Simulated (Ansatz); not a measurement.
Basis sets compared for B₆Pt⁺. Charge 1, multiplicity 2. Geometry r2SCAN-D4/def2-SVP. Ansatz on 4 threads of Intel Xeon 6975P-C on a shared host; times are rough, and most runs start from earlier orbitals.

```xyz
7

Pt    0.3866    2.2556   -0.5177
B    -0.0942   -0.4945    1.5006
B     0.0047    0.9691    0.8727
B    -0.8032   -0.3660    0.0177
B     0.1386   -1.1310   -1.0986
B     0.1762   -1.6937    0.4305
B     0.1912    0.4603   -1.2052
```

In the def2 sets Pt takes a core potential; there is no spin–orbit coupling. Another isomer (doublet) lies 0.13 eV lower at PBE0-D4/def2-TZVP; other spin states weren't run for this one.

| level | functions | energy (Eh) | HOMO (eV) | LUMO (eV) | wall time |
| --- | --- | --- | --- | --- | --- |
| PBE-D4/def2-SVP | 116 | -267.6967 | -11.19 | -10.27 | 1.4 s |
| PBE0-D4/def2-SVP | 116 | -267.6471 | -12.20 | -9.44 | 1.6 s |

Estimate the rows for PBE-D4/def2-TZVP (with forces), PBE0-D4/def2-TZVP.


```
                         level  functions  energy (Eh)  HOMO (eV)  LUMO (eV)  wall time
PBE-D4/def2-TZVP (with forces)        226    -267.8572     -11.16     -10.23        3 s
             PBE0-D4/def2-TZVP        226    -267.8080     -12.15      -9.37      4.8 s
```
